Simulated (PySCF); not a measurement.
PySCF job for C₄H₃FOS, SMILES Fc1cc(O)sc1, TDDFT-LC-ωPBE/def2-SVPD. The structure is a stationary point at ωB97X-D3(BJ)/def2-SVP. The values are those of a single conformer.

```python
import numpy as np
from pyscf import gto, scf, dft, tdscf

mol = gto.M(
    atom='''
    O     1.13068614    2.18232417    0.00000000
    C     0.51889323    0.98226031    0.00000000
    C     1.15149396   -0.22876152    0.00000000
    C     0.19192059   -1.29156320    0.00000000
    F     0.57370685   -2.56825927    0.00000000
    C    -1.11239101   -0.90152297    0.00000000
    S    -1.21361556    0.83043262    0.00000000
    H     0.48019727    2.89414525    0.00000000
    H     2.23256476   -0.36193310    0.00000000
    H    -2.00326442   -1.52586967    0.00000000
    ''',
    basis='def2-SVPD',
    charge=0,
    spin=0,
    symmetry=True,
    max_memory=1600,
    verbose=4,
)
mf = dft.RKS(mol, xc='lc_wpbe').density_fit(auxbasis='def2-universal-jkfit')
mf.grids.level = 3
mf.conv_tol = 1e-9
mf.max_cycle = 100
mf.kernel()
mf.grids = dft.Grids(mol).set(level=1).build(with_non0tab=True)  # coarser grid for the response kernel
td = tdscf.TDDFT(mf)
td.singlet = True
td.nstates = 10
td.conv_tol = 1e-4
td.positive_eig_threshold = 1e-6
td.kernel(x0=td.get_init_guess(mf, 15))
td.analyze()
tt = tdscf.TDA(mf)
tt.singlet = False
tt.nstates = 4
tt.conv_tol = 1e-4
tt.positive_eig_threshold = 1e-6
tt.kernel(x0=tt.get_init_guess(mf, 9))
tt.analyze(verbose=3)
```

Program output:

```
PySCF version 2.14.0

[INPUT] verbose = 4
[INPUT] num. atoms = 10
[INPUT] num. electrons = 60
[INPUT] charge = 0
[INPUT] spin (= nelec alpha-beta = 2S) = 0
[INPUT] symmetry True subgroup None
[INPUT] Mole.unit = angstrom
[INPUT] Symbol           X                Y                Z      unit          X                Y                Z       unit  Magmom
[INPUT]  1 O      1.130686140000   2.182324170000   0.000000000000 AA    2.136687137442   4.123994996319   0.000000000000 Bohr   0.0
[INPUT]  2 C      0.518893230000   0.982260310000   0.000000000000 AA    0.980566092591   1.856202968930   0.000000000000 Bohr   0.0
[INPUT]  3 C      1.151493960000  -0.228761520000   0.000000000000 AA    2.176008218491  -0.432296620639   0.000000000000 Bohr   0.0
[INPUT]  4 C      0.191920590000  -1.291563200000   0.000000000000 AA    0.362677352765  -2.440700720567   0.000000000000 Bohr   0.0
[INPUT]  5 F      0.573706850000  -2.568259270000   0.000000000000 AA    1.084148822287  -4.853306637175   0.000000000000 Bohr   0.0
[INPUT]  6 C     -1.112391010000  -0.901522970000   0.000000000000 AA   -2.102114352328  -1.703631508304   0.000000000000 Bohr   0.0
[INPUT]  7 S     -1.213615560000   0.830432620000   0.000000000000 AA   -2.293401028911   1.569290216705   0.000000000000 Bohr   0.0
[INPUT]  8 H      0.480197270000   2.894145250000   0.000000000000 AA    0.907441326064   5.469141887211   0.000000000000 Bohr   0.0
[INPUT]  9 H      2.232564760000  -0.361933100000   0.000000000000 AA    4.218935951755  -0.683954434415   0.000000000000 Bohr   0.0
[INPUT] 10 H     -2.003264420000  -1.525869670000   0.000000000000 AA   -3.785621108886  -2.883475778080   0.000000000000 Bohr   0.0

nuclear repulsion = 350.107948031181
point group symmetry = Cs
symmetry origin: [1.25981749e-09 1.57477178e-09 0.00000000e+00]
symmetry axis x: [ 1.00000000e+00 -8.22329278e-10  0.00000000e+00]
symmetry axis y: [8.22329278e-10 1.00000000e+00 0.00000000e+00]
symmetry axis z: [0. 0. 1.]
num. orbitals of irrep A' = 125
num. orbitals of irrep A" = 52
number of shells = 73
number of NR pGTOs = 261
number of NR cGTOs = 177
basis = def2-SVPD
ecp = {}


[settings echo left out]
init E= -728.327023234626
HOMO (A") = -0.223386727128318  LUMO (A") = -0.00697261516204728  gap/eV = 5.88893
cycle= 1 E= -726.680435776631  delta_E= 1.65  |g|= 0.71  |ddm|= 5.79
HOMO (A") = -0.344461847683527  LUMO (A") = 0.0231274580255474  gap/eV = 10.00261
cycle= 2 E= -726.702756508257  delta_E= -0.0223  |g|= 0.706  |ddm|= 1.85
HOMO (A") = -0.334698371257045  LUMO (A') = 0.0455217708963218  gap/eV = 10.34632
cycle= 3 E= -726.787729269223  delta_E= -0.085  |g|= 0.0713  |ddm|= 1.16
HOMO (A") = -0.332637449702363  LUMO (A') = 0.050349008891919  gap/eV = 10.42159
cycle= 4 E= -726.788810697576  delta_E= -0.00108  |g|= 0.0261  |ddm|= 0.18
HOMO (A") = -0.333427293603946  LUMO (A') = 0.0503013413968567  gap/eV = 10.44179
cycle= 5 E= -726.788984211278  delta_E= -0.000174  |g|= 0.0108  |ddm|= 0.0657
HOMO (A") = -0.333430131450745  LUMO (A') = 0.0504730760127101  gap/eV = 10.44654
cycle= 6 E= -726.789014778386  delta_E= -3.06e-05  |g|= 0.00227  |ddm|= 0.0348
HOMO (A") = -0.333394016474197  LUMO (A') = 0.0504247340096287  gap/eV = 10.44424
cycle= 7 E= -726.789017316092  delta_E= -2.54e-06  |g|= 0.00129  |ddm|= 0.00905
HOMO (A") = -0.333434870971058  LUMO (A') = 0.0504488894375399  gap/eV = 10.44601
cycle= 8 E= -726.789018188784  delta_E= -8.73e-07  |g|= 0.000299  |ddm|= 0.00501
HOMO (A") = -0.33344718566517  LUMO (A') = 0.0504594005546197  gap/eV = 10.44663
cycle= 9 E= -726.789018313507  delta_E= -1.25e-07  |g|= 0.000127  |ddm|= 0.00183
HOMO (A") = -0.333449813214739  LUMO (A') = 0.0504598662205256  gap/eV = 10.44671
cycle= 10 E= -726.789018324028  delta_E= -1.05e-08  |g|= 6.09e-05  |ddm|= 0.000441
HOMO (A") = -0.333450024201833  LUMO (A') = 0.0504639441014305  gap/eV = 10.44683
cycle= 11 E= -726.789018326873  delta_E= -2.84e-09  |g|= 1.56e-05  |ddm|= 0.000318
HOMO (A") = -0.333451228493416  LUMO (A') = 0.0504628610473974  gap/eV = 10.44683
cycle= 12 E= -726.789018327018  delta_E= -1.46e-10  |g|= 9.26e-06  |ddm|= 7.58e-05
HOMO (A") = -0.333451240924968  LUMO (A') = 0.0504630908845547  gap/eV = 10.44684
Extra cycle  E= -726.789018327028  delta_E= -9.55e-12  |g|= 9.54e-06  |ddm|= 2.83e-05
converged SCF energy = -726.789018327028
tot grids = 44936
Overwritten attributes  positive_eig_threshold  of <class 'pyscf.tdscf.rks.TDDFT'>


******** <class 'pyscf.tdscf.rks.TDDFT'> for <class 'pyscf.df.df_jk.DFSymAdaptedRKS'> ********
nstates = 10 singlet
deg_eia_thresh = 1.000e-03
wfnsym = None
conv_tol = 0.0001
eigh lindep = 1e-12
eigh level_shift = 0
eigh max_cycle = 100


Excitation energies (eV)
[5.32811312 5.6260843  6.03738371 6.23785519 6.71508844 7.04232703
 7.47524826 7.60365945 7.63451618 7.97204719]

** Singlet excitation energies and oscillator strengths **
Excited State   1:   A"      5.32811 eV    232.70 nm  f=0.0003
      29 -> 31        0.14157
      30 -> 31       -0.58044
      30 -> 33       -0.14772
      30 -> 36       -0.21159
      30 -> 38        0.11067
      30 -> 41        0.11303
Excited State   2:   A'      5.62608 eV    220.37 nm  f=0.1071
      30 -> 32       -0.68886
Excited State   3:   A"      6.03738 eV    205.36 nm  f=0.0002
      29 -> 31       -0.53494
      29 -> 33       -0.19245
      29 -> 36       -0.25174
      29 -> 38        0.10838
      29 -> 41        0.11068
      30 -> 31       -0.19786
Excited State   4:   A'      6.23786 eV    198.76 nm  f=0.0940
      29 -> 32        0.63697
      30 -> 35        0.15616
      30 -> 39       -0.23122
Excited State   5:   A"      6.71509 eV    184.64 nm  f=0.0000
      27 -> 31       -0.11337
      30 -> 31       -0.16148
      30 -> 33        0.35725
      30 -> 34        0.52759
      30 -> 40        0.13789
      30 -> 46       -0.10038
Excited State   6:   A"      7.04233 eV    176.06 nm  f=0.0014
      30 -> 31        0.10659
      30 -> 33       -0.43355
      30 -> 34        0.31581
      30 -> 36       -0.25438
      30 -> 38       -0.15319
      30 -> 43       -0.12106
      30 -> 44       -0.23221
      30 -> 46       -0.11540
Excited State   7:   A"      7.47525 eV    165.86 nm  f=0.0014
      29 -> 31        0.12595
      29 -> 33       -0.31680
      29 -> 34       -0.19228
      30 -> 31        0.11323
      30 -> 33        0.20855
      30 -> 36       -0.43816
      30 -> 38        0.10847
      30 -> 40       -0.10221
      30 -> 41       -0.13594
Excited State   8:   A'      7.60366 eV    163.06 nm  f=0.3118
      29 -> 32       -0.26663
      30 -> 35        0.50011
      30 -> 39       -0.39937
Excited State   9:   A"      7.63452 eV    162.40 nm  f=0.0080
      29 -> 31       -0.21897
      29 -> 33        0.34539
      29 -> 34        0.31695
      29 -> 40        0.11230
      30 -> 31        0.10321
      30 -> 33        0.13001
      30 -> 36       -0.20742
      30 -> 37        0.11180
      30 -> 38        0.19659
      30 -> 40       -0.17954
      30 -> 41       -0.10425
Excited State  10:   A"      7.97205 eV    155.52 nm  f=0.0135
      28 -> 32        0.12813
      29 -> 31        0.11395
      29 -> 33       -0.29799
      29 -> 34        0.45419
      29 -> 36       -0.14967
      29 -> 38       -0.10346
      29 -> 44       -0.15299
      29 -> 46       -0.11415
      30 -> 33       -0.10087
      30 -> 38        0.15849
      30 -> 40        0.10467

** Transition electric dipole moments (AU) **
state          X           Y           Z        Dip. S.      Osc.
  1         0.0000      0.0000      0.0499      0.0025      0.0003
  2         0.6312      0.6152      0.0000      0.7769      0.1071
  3        -0.0000      0.0000     -0.0351      0.0012      0.0002
  4         0.4358     -0.6519     -0.0000      0.6149      0.0940
  5         0.0000     -0.0000      0.0112      0.0001      0.0000
  6         0.0000     -0.0000     -0.0914      0.0084      0.0014
  7        -0.0000      0.0000      0.0883      0.0078      0.0014
  8        -1.0165      0.8003      0.0000      1.6739      0.3118
  9         0.0000     -0.0000     -0.2072      0.0429      0.0080
 10         0.0000      0.0000      0.2629      0.0691      0.0135

** Transition velocity dipole moments (imaginary part, AU) **
state          X           Y           Z        Dip. S.      Osc.
  1        -0.0000     -0.0000      0.0130      0.0002      0.0006
  2         0.1287      0.1240     -0.0000      0.0319      0.1030
  3         0.0000      0.0000     -0.0087      0.0001      0.0002
  4         0.1005     -0.1475      0.0000      0.0318      0.0926
  5        -0.0000      0.0000      0.0033      0.0000      0.0000
  6         0.0000      0.0000     -0.0273      0.0007      0.0019
  7         0.0000     -0.0000      0.0169      0.0003      0.0007
  8        -0.2819      0.2183     -0.0000      0.1271      0.3032
  9         0.0000      0.0000     -0.0618      0.0038      0.0091
 10         0.0000     -0.0000      0.0945      0.0089      0.0203

** Transition magnetic dipole moments (imaginary part, AU) **
state          X           Y           Z
  1         0.2427     -0.3542     -0.0000
  2        -0.0000     -0.0000     -0.7837
  3        -0.1385      0.2066      0.0000
  4         0.0000     -0.0000      0.4033
  5        -0.1407      0.2619     -0.0000
  6        -0.1218      0.2622     -0.0000
  7        -0.8510     -0.1561     -0.0000
  8        -0.0000     -0.0000      0.4355
  9         0.0521      0.7662      0.0000
 10        -0.1460      0.2778      0.0000
Overwritten attributes  positive_eig_threshold  of <class 'pyscf.tdscf.rks.TDA'>


******** <class 'pyscf.tdscf.rks.TDA'> for <class 'pyscf.df.df_jk.DFSymAdaptedRKS'> ********
nstates = 4 triplet
deg_eia_thresh = 1.000e-03
wfnsym = None
conv_tol = 0.0001
eigh lindep = 1e-12
eigh level_shift = 0
eigh max_cycle = 100


Excitation energies (eV)
[3.52934724 4.78905365 5.00651375 5.69785547]

** Triplet excitation energies and oscillator strengths **
Excited State   1:   A'      3.52935 eV    351.29 nm  f=0.0000
Excited State   2:   A'      4.78905 eV    258.89 nm  f=0.0000
Excited State   3:   A"      5.00651 eV    247.65 nm  f=0.0000
Excited State   4:   A"      5.69786 eV    217.60 nm  f=0.0000
```

Self-consistency was reached.
